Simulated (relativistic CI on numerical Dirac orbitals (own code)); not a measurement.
Calculated at this level of theory: Dirac-Coulomb-Breit CI, separate exchange-only KLI orbitals for each configuration, model QED (radiative potential, 1s self-energy scaled to tabulated hydrogen-like ionisation energies), unscaled Slater integrals (own radial code, finite nucleus).

Configuration list (outside the closed core 1s2): 2s2.2p6, 2s2.2p5.3s, 2s2.2p5.3p, 2s2.2p5.3d, 2s.2p6.3s, 2s.2p6.3p, 2s.2p6.3d, 2s2.2p5.4s, 2s2.2p5.4p, 2s2.2p5.4d, 2s2.2p5.4f, 2s2.2p4.3s2, 2s.2p6.4s, 2s2.2p4.3s.3p, 2s.2p6.4p, 2s2.2p5.5s, 2s2.2p5.5p, 2s.2p6.4d, 2s.2p6.4f, 2s2.2p5.5d, 2s2.2p4.3s.3d, 2s2.2p5.5f, 2s2.2p4.3p2, 2s2.2p5.5g, 2s2.2p4.3p.3d, 2s.2p5.3s2, 2s2.2p4.3d2, 2s.2p5.3s.3p, 2s.2p5.3s.3d, 2s.2p5.3p2, 2s.2p6.5s, 2s.2p6.5p, 2s.2p5.3p.3d, 2s.2p6.5d, 2s.2p6.5f, 2s.2p6.5g. Levels of other configurations are missing.

At this charge energies of transitions that change n are usually good to better than 1 %, and those within a shell (Δn = 0) to a few per cent.

Outline of the computed level scheme of Yb LXI. Lowest level of each configuration: 2s2.2p6 1S_0 at 0.0 eV; 2s2.2p5.3s 3P°_2 at 7384.0 eV; 2s2.2p5.3p 3P_1 at 7520.4 eV; 2s2.2p5.3d 3P°_0 at 7960.9 eV; 2s.2p6.3s 3S_1 at 8919.1 eV; 2s.2p6.3p 3P°_1 at 9038.8 eV; 2s.2p6.3d 3D_1 at 9491.1 eV; 2s2.2p5.4s 3P°_2 at 10293.0 eV; 2s2.2p5.4p 3P_1 at 10349.5 eV.

Some strong electric-dipole decays among the lowest 45 levels: 2s2.2p5.3d 1P°_1 → 2s2.2p6 1S_0 (2.2e+15 s⁻¹); 2s.2p6.3p 3P°_1 → 2s2.2p6 1S_0 (9.3e+14 s⁻¹); 2s2.2p5.3d 3D°_1 → 2s2.2p6 1S_0 (7.4e+14 s⁻¹); 2s.2p6.3p 1P°_1 → 2s2.2p6 1S_0 (3.6e+14 s⁻¹); 2s2.2p5.3s 1P°_1 → 2s2.2p6 1S_0 (1.2e+14 s⁻¹); 2s2.2p5.3d 3P°_1 → 2s2.2p6 1S_0 (4.9e+13 s⁻¹); 2s2.2p5.4p 3P_1 → 2s2.2p5.3s 3P°_2 (4.2e+13 s⁻¹); 2s2.2p5.4s 1P°_1 → 2s2.2p6 1S_0 (4.1e+13 s⁻¹).

LS names give the leading component of a level, which can be under half, so a name can repeat, a term be missing and a line seem to break the LS rules.
